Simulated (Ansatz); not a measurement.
C2H5AlClNO, SMILES `[CH3][Al]([OH])[C](=N)Cl`. Charge 0, multiplicity 1.

Z-matrix (Å, degrees):
```
C
Al 1 1.930
H 1 1.094 2 110.9
H 1 1.094 2 110.9 3 -118.1
H 1 1.092 2 111.8 3 121.0
O 2 1.691 1 122.7 3 -120.6
C 2 1.988 1 123.2 3 59.4
H 6 0.958 2 120.3 1 180.0
N 7 1.250 2 122.4 1 180.0
Cl 7 1.805 2 116.0 1 -0.0
H 9 1.022 7 115.1 2 180.0
```

Q: What are the harmonic wavenumbers in cm⁻¹ at PBE0-D4/def2-TZVP (Ansatz, finite differences of forces, unscaled)? (Best estimate.)

A: The calculation gave: 27, 54, 75, 167, 169, 202, 345, 366, 447, 451, 628, 652, 664, 694, 798, 892, 911, 1170, 1226, 1438, 1440, 1716, 3046, 3120, 3143, 3453, 3934.

Q: Is this a minimum?

A: Yes, all 27 modes are real.

Q: Give the ideal-gas thermochemistry at 298.15 K and 1 bar (rigid rotor, harmonic oscillator; point group Cs, symmetry number 1).

A: Zero-point energy 186.8 kJ/mol; H(298) − E = 213.2 kJ/mol; entropy 403.9 J/(mol·K), of which translation 168.7, rotation 119.6, vibration 115.7; G(298) − E = 92.7 kJ/mol. Modes under 100 cm⁻¹ are hindered rotations or soft bends, so the harmonic entropy is rough.

Q: And at 400, 500, 600, 800 and 1000 K?

A: 
```json
{"T (K)": "400", "H − E (kJ/mol)": "227.5", "S (J/mol/K)": "445.3", "G − E (kJ/mol)": "49.4"}
{"T (K)": "500", "H − E (kJ/mol)": "243.4", "S (J/mol/K)": "480.6", "G − E (kJ/mol)": "3.1"}
{"T (K)": "600", "H − E (kJ/mol)": "260.5", "S (J/mol/K)": "511.8", "G − E (kJ/mol)": "-46.6"}
{"T (K)": "800", "H − E (kJ/mol)": "297.7", "S (J/mol/K)": "565.2", "G − E (kJ/mol)": "-154.4"}
{"T (K)": "1000", "H − E (kJ/mol)": "337.8", "S (J/mol/K)": "609.9", "G − E (kJ/mol)": "-272.1"}
```
